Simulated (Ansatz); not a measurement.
`[F][Ge]([SH])([Cl])[Cl]` + HCl → `[SH][Ge]([Cl])([Cl])[Cl]` + H–F at 500 K and 1 bar (ligand exchange at a Ge–F bond).

Calculated with Ansatz (gas phase, PBE0-D4/def2-TZVP geometries, no zero-point term in ΔE). CCSD(T)/CBS adds triple-zeta CCSD(T) − MP2 to the extrapolated MP2 energy (def2 sets, frozen cores). This one scheme is used for every species. For Ge outer-core shells are correlated without core-valence functions, which leaves a few kJ/mol of doubt a bond. Scalar relativity is left out up to krypton. Each species was taken in one conformer, which may not be the lowest.

```
                   species  CCSD(T)/CBS energy (Eh)  H − E (kJ/mol)  S (J/(mol·K))
 `[F][Ge]([SH])([Cl])[Cl]`              -3493.98744            83.6          431.0
                       HCl               -460.38127            32.5          201.9
`[SH][Ge]([Cl])([Cl])[Cl]`              -3853.97733            82.6          443.2
                       H–F               -100.39570            39.4          188.7
```

H − E and S are ideal-gas, rigid-rotor, harmonic terms from PBE0-D4/def2-TZVP, for one conformer and one mirror image of each species. 1 Eh = 2625.50 kJ/mol, R = 8.31446 J/(mol·K).

**Question.** By hand: ΔE, ΔH, ΔS and ΔG.

**Answer.** ΔE = (-3853.97733) + (-100.39570) − (-3493.98744) − (-460.38127) = -0.00432 Eh = -11.3 kJ/mol. Δ(H − E) = 82.6 + 39.4 − 83.6 − 32.5 = 5.9, so ΔH = -5.4 kJ/mol. ΔS = 443.2 + 188.7 − 431.0 − 201.9 = -1.0 J/(mol·K). ΔG = -5.4 − 500 × (-1.0)/1000 = -4.9 kJ/mol.

**Question.** By hand: the equilibrium constant, and the temperature at which ΔG would vanish if ΔH and ΔS stayed fixed.

**Answer.** log₁₀ K = −ΔG/(RT ln 10) = 0.5. ΔG = 0 at ΔH/ΔS = 5400 K, far beyond where these terms or the molecules hold.

The number of gas molecules stays the same, so ΔS is small and ΔH decides. The sign of ΔG lies within the doubt. A doubt of 5 kJ/mol in ΔE shifts log₁₀ K by 0.5 here. Other conformers and mirror images would add mixing entropy, several J/(mol·K) or more a flexible species. These are equilibria of isolated gas molecules and say nothing of rates. Largest T1 diagnostic: 0.011 (customary marks: 0.02 for closed shells, 0.045 for open ones).
